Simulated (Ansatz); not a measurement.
Computed with frozen-core CCSD(T)/cc-pVTZ // B3LYP-D3(BJ)/def2-TZVP in Ansatz (a quantum-chemistry and plane-wave program).

Ansatz 0.2 input:
```yaml
crystal:
  periodic: [false, false, false]
  atoms:
    - { symbol: O, position_ang: [1.228411, 0.102301, -0.400862] }
    - { symbol: Si, position_ang: [-0.332602, -0.113823, -0.209917] }
    - { symbol: H, position_ang: [1.888022, 0.433606, 0.225422] }
    - { symbol: H, position_ang: [-1.026943, 1.010531, 0.649388] }
    - { symbol: H, position_ang: [-0.726586, -0.658364, 1.215897] }
    - { symbol: H, position_ang: [-1.037131, -0.635399, -1.3729] }
basis:
  gaussian: { orbitals: cc-pVTZ }
correlation:
  method: ccsd_t
total_charge: 1
magnetization:
  spin_polarized: true
  initial_magnetization: 1
```

Output:

```
Functional definition: HF
687 factors; integrals over basis functions are off by at most 1.6e-3 eV
mean field evaluation 1: about -9947.2814 eV, gradient 4.5e1 eV
mean field evaluation 2: about -9947.2897 eV, gradient 4.5e1 eV
mean field evaluation 4: about -9954.4700 eV, gradient 3.2e0 eV
mean field evaluation 8: about -9954.5893 eV, gradient 1.9e-1 eV
mean field evaluation 16: about -9954.5559 eV, gradient 9.5e-1 eV
mean field evaluation 32: about -9950.8958 eV, gradient 5.5e0 eV
mean field evaluation 64: about -9951.0621 eV, gradient 8.7e-1 eV
mean field -9954.59024274 eV, -365.8244439571 hartree, gradient 7.0e-6 eV, S^2 0.775776; 1 other end points of the search recorded, 0 dependent functions left out
6 core orbitals not correlated
reference -9954.59024274 eV, -365.8244439571 hartree; 7, 6 occupied and 107, 108 virtual orbitals, 687 factors
second order -9.60850699 eV of doubles, -0.00000000 eV of singles
cycle   1  -9.82958760 eV  change   -2.2e-1 eV  update   8.3e-2
cycle   2  -10.12774480 eV  change   -3.0e-1 eV  update   3.0e-2
cycle   3  -10.23193810 eV  change   -1.0e-1 eV  update   2.1e-2
cycle   4  -10.22495821 eV  change    7.0e-3 eV  update   8.7e-3
cycle   5  -10.22708363 eV  change   -2.1e-3 eV  update   5.6e-3
cycle   6  -10.23018213 eV  change   -3.1e-3 eV  update   2.5e-3
cycle   7  -10.22997019 eV  change    2.1e-4 eV  update   1.1e-3
cycle   8  -10.23014187 eV  change   -1.7e-4 eV  update   3.6e-4
cycle   9  -10.23016527 eV  change   -2.3e-5 eV  update   1.1e-4
cycle  10  -10.23009701 eV  change    6.8e-5 eV  update   4.1e-5
cycle  11  -10.23012501 eV  change   -2.8e-5 eV  update   1.8e-5
cycle  12  -10.23012211 eV  change    2.9e-6 eV  update   6.9e-6
perturbative correction -0.35589683 eV, -0.0130789674 hartree
Total energy: -9965.17626169 eV, -366.2134729779 hartree
```

Cost: very roughly 27 core-seconds.
